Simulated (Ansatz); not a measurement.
This geometry of C₃H₉FGe (14 atoms, charge 0, multiplicity 1) is a first-order saddle point.

All numbers below come from Ansatz, RHF/def2-SVP.

```xyz
14
Properties=species:S:1:pos:R:3
C -1.552 -0.352 1.281
Ge 0.398 -0.427 1.107
C 0.970 0.636 -0.470
C 0.466 0.136 -1.827
F 0.500 1.922 -0.258
H -1.878 0.686 1.350
H -2.040 -0.811 0.419
H -1.878 -0.879 2.179
H 0.876 -1.878 0.912
H 1.072 0.155 2.360
H 2.057 0.711 -0.480
H 1.286 -0.043 -2.524
H -0.179 0.901 -2.258
H -0.113 -0.787 -1.761
```

Problem. Which two structures does it join? (They come from a converged band through this point; their orientation in space is the band's.)

Solution. No bond is made or broken. The dihedral Ge2–C3–C4–H14 goes from -64 to 57°. The two ends are copies of one structure, up to a mirror image or an exchange of like atoms.

Initial state:

```xyz
14
Properties=species:S:1:pos:R:3
C -1.589 -0.248 1.269
Ge 0.352 -0.455 1.102
C 1.017 0.563 -0.470
C 0.488 0.121 -1.819
F 0.652 1.883 -0.268
H -1.850 0.811 1.298
H -2.106 -0.710 0.426
H -1.946 -0.718 2.187
H 0.731 -1.938 0.926
H 1.059 0.091 2.352
H 2.108 0.539 -0.480
H 0.864 0.779 -2.605
H -0.602 0.152 -1.849
H 0.810 -0.898 -2.041
```

Final state:

```xyz
14
Properties=species:S:1:pos:R:3
C -1.555 -0.371 1.281
Ge 0.395 -0.431 1.098
C 0.966 0.640 -0.477
C 0.462 0.162 -1.822
F 0.500 1.927 -0.267
H -1.893 0.665 1.319
H -2.043 -0.864 0.439
H -1.868 -0.872 2.198
H 0.884 -1.880 0.914
H 1.070 0.163 2.344
H 2.055 0.703 -0.496
H 0.862 -0.828 -2.050
H 0.779 0.849 -2.609
H -0.627 0.107 -1.843
```

Problem. How far does it lie above each of them?

Solution. 0.159 eV above the first and 0.160 eV above the second. This is the barrier of this one path; another mechanism may lie lower.

Time of the run: 2.3 min on 2 threads of Arm Neoverse V2, on a shared host, peak memory 0.37 GiB.
